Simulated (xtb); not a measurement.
osmium atom (Os), quintet (GFN-xTB shapes and energies of metal compounds can be far from the true ones). Base run: GFN0-xTB (xtb).

The xtb input:
```
$ xtb mol.xyz --gfn 0 --uhf 4 --json

# file mol.xyz
1

Os     0.00000000     0.00000000     0.00000000
```

Each row names what was changed in the base input (with any setting that the change needs).

| change | ΔE vs base (mEh) |
|---|---|
| base | 0.000 |
| acc = 30 | 0.000 |
| etemp = 5000 | -52.199 |
| etemp = 3000 | -28.922 |
